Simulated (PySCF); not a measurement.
Si(H)(Br)(Et)(Vi), SMILES C([SiH](C=C)Br)C, GFN2-xTB optimised geometry.

```
15

Si    -0.94    -0.71     0.00
Br     1.30    -0.71     0.00
C     -1.51    -1.59    -1.55
C     -0.73    -2.12    -2.47
C     -1.51    -1.60     1.58
C     -1.03    -0.92     2.85
H     -1.30     0.71     0.00
H     -2.59    -1.65    -1.69
H      0.35    -2.09    -2.39
H     -1.11    -2.62    -3.35
H     -1.15    -2.64     1.56
H     -2.60    -1.65     1.58
H     -1.40     0.10     2.91
H     -1.37    -1.47     3.73
H      0.06    -0.89     2.89
```

Density from CAM-B3LYP/def2-TZVP (PySCF) at that geometry.

Minimum of the electron density along straight lines between bonded atoms, close to the bond critical point (lines longer than 1.1 times the sum of covalent radii, or with two minima, are not listed):

```tsv
bond	length / Å	ρ at the minimum / e bohr⁻³	∇²ρ there / e bohr⁻⁵	position (fraction from the first atom)
Si1–Br2	2.233	0.087	0.08	0.35
Si1–C3	1.878	0.124	0.16	0.39
C3–C4	1.324	___	-1.11	0.50
Si1–C5	1.900	0.123	0.10	0.39
C5–C6	1.525	___	___	0.50
Si1–H7	1.462	0.129	0.16	0.49
C3–H8	1.083	0.282	-0.99	0.64
C4–H9	1.079	0.291	-1.06	0.65
C4–H10	1.079	0.289	-1.05	0.65
C5–H11	1.093	0.275	-0.93	0.64
C5–H12	1.092	0.275	-0.92	0.64
C6–H13	1.089	0.280	-0.97	0.64
C6–H14	1.089	0.280	-0.97	0.64
C6–H15	1.088	0.281	-0.98	0.64
```

Task: Some entries are withheld; supply them.

Result: 
- C3–C4, ρ at the minimum / e bohr⁻³: 0.358
- C5–C6, ρ at the minimum / e bohr⁻³: 0.243
- C5–C6, ∇²ρ there / e bohr⁻⁵: -0.59
